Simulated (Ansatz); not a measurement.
`N[SiH](O)[GaH2]`. Total charge 0; spin multiplicity 1.

```xyz
10

N     1.416   -0.836   -0.119
Si    0.142    0.251   -0.490
O     0.348    1.835   -0.035
Ga   -1.829   -0.410    0.724
H     2.187   -0.995   -0.746
H     1.646   -1.085    0.829
H     0.069    0.191   -1.980
H     1.005    2.354   -0.504
H    -1.725   -0.797    2.251
H    -3.258   -0.508    0.069
```

(1) List the harmonic frequencies (cm⁻¹, unscaled) at PBE0-D4/def2-TZVP in Ansatz. (An estimate is asked.)

(2) Is this a minimum?

(3) Give the ideal-gas thermochemistry at 298.15 K and 1 bar (rigid rotor, harmonic oscillator; point group C1, symmetry number 1).

(4) And at 400, 500, 600, 800 and 1000 K?

## Answers

(1) Computed: 94, 108, 160, 200, 282, 331, 350, 393, 423, 563, 686, 747, 777, 812, 878, 920, 928, 1581, 1931, 1947, 2179, 3604, 3702, 3895.

(2) Yes, all 24 modes are real.

(3) Zero-point energy 164.4 kJ/mol; H(298) − E = 187.9 kJ/mol; entropy 365.2 J/(mol·K), of which translation 169.9, rotation 114.5, vibration 80.8; G(298) − E = 79.0 kJ/mol. Modes under 100 cm⁻¹ are hindered rotations or soft bends, so the harmonic entropy is rough.

(4) 
```tsv
T (K)	H − E (kJ/mol)	S (J/mol/K)	G − E (kJ/mol)
400	201.2	403.5	39.8
500	215.9	436.1	-2.2
600	231.6	464.9	-47.3
800	265.8	513.9	-145.3
1000	302.5	554.8	-252.3
```
